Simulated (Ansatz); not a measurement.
A nudged elastic band was laid between two geometries of a periodic cell of 13 atoms, Sc₁₂Pd (surface Sc(0001), adsorbate Pd).

Method: Ansatz, DFT LDA, scalar-relativistic, plane waves, PAW. Settings: cutoff 420 eV, k mesh 3x3x1, fermi-dirac smearing 0.15 eV, no spin polarisation.

| Item | Value |
| --- | --- |
| movable images | 5 |
| climbing image | yes |
| spring | 5.0 eV/Å² |
| optimiser | quadratic models (default) |
| start path | IDPP |
| force threshold | 0.03 eV/Å |
| iteration limit | 54 |
| end points | relaxed |
| atoms held | 1 to 4 |

First end point:

```xyz
13
Lattice="6.6200 0.0000 0.0000 3.3100 5.7331 0.0000 0.0000 0.0000 18.2761" Properties=species:S:1:pos:R:3
Sc 0.000 0.000 1.000
Sc 3.310 0.000 1.000
Sc 1.655 2.867 1.000
Sc 4.965 2.867 1.000
Sc 0.000 1.911 3.391
Sc 3.310 1.892 3.384
Sc 1.638 4.787 3.384
Sc 4.982 4.787 3.384
Sc 0.000 -0.065 5.820
Sc 3.310 0.000 5.883
Sc 1.712 2.899 5.820
Sc 4.908 2.899 5.820
Pd 3.310 3.823 7.553
```

Last end point:

Only the atoms that move by more than 0.05 Å are listed.
```
Sc9 -0.057 0.033 5.820
Sc10 3.367 0.033 5.820
Sc11 1.655 2.866 5.883
Sc12 4.965 2.801 5.820
Pd13 4.965 0.956 7.553
```

(1) Which bonds break or form, and what moves?

(2) Give the energies along the band, and the barrier.

(3) What is the geometry of the highest image?

The band took 12 iterations and of the order of 40 core-minutes.

## Answers

(1) The atom that moves furthest is Pd13, by 3.31 Å; four of its nearest neighbours are Sc9 2.53, Sc11 2.53, Sc12 2.53, Sc10 4.17 Å at the first end and Sc12 2.53, Sc10 2.53, Sc9 2.53, Sc11 4.17 Å at the last.

(2) The run converged. The highest image is number 4 of 0 to 6, 0.082 eV above the ends, which have the same energy within 2 meV. The profile has 2 maxima (images 2, 4) with wells between them (image 3): this band takes more than one step, which may be the mechanism or a detour left from its start path. By the program's own check the climbing image is a first-order saddle point (lowest curvatures found: -0.28 and 0.32 eV/Å²). Limits of this set-up: coarse k mesh, thin slab, slab without dipole correction, a typed lattice constant that wasn't relaxed here.

| image | path coordinate (Å) | energy (eV) | Sc11–Pd13 (Å) | Sc10–Pd13 (Å) |
| --- | --- | --- | --- | --- |
| 0 | 0.00 | 0.000 | 2.53 | 4.17 |
| 1 | 0.75 | 0.060 | 2.46 | 3.46 |
| 2 | 1.49 | 0.062 | 2.47 | 2.76 |
| 3 | 2.24 | 0.020 | 2.59 | 2.51 |
| 4 | 2.98 | 0.082 | 3.01 | 2.45 |
| 5 | 3.57 | 0.042 | 3.65 | 2.48 |
| 6 | 4.15 | 0.000 | 4.17 | 2.53 |

(3) 
```xyz
13
Lattice="6.6200 0.0000 0.0000 3.3100 5.7331 0.0000 0.0000 0.0000 18.2761" Properties=species:S:1:pos:R:3
Sc 0.000 0.000 1.000
Sc 3.310 0.000 1.000
Sc 1.655 2.867 1.000
Sc 4.965 2.867 1.000
Sc 0.040 1.906 3.429
Sc 3.316 1.908 3.315
Sc 1.680 4.746 3.429
Sc 4.893 4.820 3.370
Sc -0.218 0.126 6.014
Sc 3.263 -0.006 5.704
Sc 1.800 2.783 5.961
Sc 4.947 2.911 5.704
Pd 4.051 1.484 7.483
```

Time of the run: 14 min on 4 threads of AMD EPYC 7B13 (Zen 3), with other jobs on the host, peak memory 3.6 GiB.
